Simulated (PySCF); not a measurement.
B(H)(Br)(OEt) (C2H6BBrO), SMILES CCOBBr.

The structure is a stationary point at PBE-D3(BJ)/def2-SVP. The structure was generated by enumeration, and PubChem lists no compound with its InChIKey, so it may never have been made. One conformer was computed; it need not be the lowest.

The numbers are results of PBE-D3(BJ)/def2-SVP in PySCF, not measurements.

Frequencies are harmonic and unscaled.

| mode | ν (cm⁻¹) | IR (km/mol) | moving atoms (share of kinetic energy) |
|---|---|---|---|
| 1 | 60 | 0.8 | O 37 %, H 26 %, C 25 %, B 8 % |
| 2 | 108 | 0.0 | B 36 %, H 26 %, C 19 %, O 10 %, Br 9 % |
| 3 | 182 | 1.1 | H 51 %, O 22 %, B 15 % |
| 4 | 263 | 1.3 | H 45 %, C 17 %, O 16 %, Br 16 % |
| 5 | 307 | 9.7 | H 36 %, C 27 %, O 20 %, Br 14 % |
| 6 | 429 | 2.1 | C 32 %, O 32 %, H 29 % |
| 7 | 719 | 54.0 | B 63 %, H 25 % |
| 8 | 791 | 3.2 | H 89 % |
| 9 | 811 | 12.3 | H 63 %, B 33 % |
| 10 | 856 | 5.9 | H 38 %, C 31 %, O 24 % |
| 11 | 1015 | 77.9 | H 46 %, C 38 %, O 12 % |
| 12 | 1068 | 12.8 | H 61 %, C 20 %, B 11 % |
| 13 | 1083 | 11.2 | C 55 %, H 42 % |
| 14 | 1138 | 38.6 | H 57 %, C 35 % |
| 15 | 1252 | 71.3 | H 85 % |
| 16 | 1315 | 200.4 | H 65 %, C 18 %, O 9 % |
| 17 | 1346 | 171.4 | H 63 %, C 22 % |
| 18 | 1390 | 181.6 | H 43 %, B 24 %, O 22 %, C 11 % |
| 19 | 1406 | 6.9 | H 97 % |
| 20 | 1423 | 4.0 | H 94 % |
| 21 | 1444 | 38.2 | H 85 % |
| 22 | 2560 | 101.4 | H 91 %, B 9 % |
| 23 | 2966 | 36.4 | H 95 % |
| 24 | 2980 | 9.9 | H 97 % |
| 25 | 3027 | 13.7 | H 90 %, C 10 % |
| 26 | 3076 | 16.7 | H 91 %, C 9 % |
| 27 | 3080 | 11.8 | H 90 %, C 10 % |
